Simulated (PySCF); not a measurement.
## Se: ionisation energy

Se [Ar] 3d10 4s2 4p4 (3P) → Se⁺ [Ar] 3d10 4s2 4p3 (4S), as a difference of total energies. Computed with PySCF 2.14 in aug-cc-pVDZ-PP with ECP10MDF, with scalar relativity through the core potential. Correlated levels: valence: 3s2 3p6 3d10 frozen. The calculations carry no spin-orbit coupling.

| method | ionisation energy (eV) |
| --- | --- |
| UHF | 8.511 |
| MP2 (valence) | 9.004 |
| CCSD(T) (valence) | 9.066 |
| CCSDT (valence) | 9.069 |

Task: Estimate what CCSD (valence) gives.

Result: 9.047 eV, closest to CCSD(T) (valence) among the rows shown.

Task: Estimate what SCS-MP2 (valence) gives.

Result: 9.021 eV, closest to MP2 (valence) among the rows shown.

Errors of the correlated levels include the incompleteness of this basis and the frozen core.

For comparison: 9.635 eV (measured; NIST levels, between the centres of gravity of the two terms).
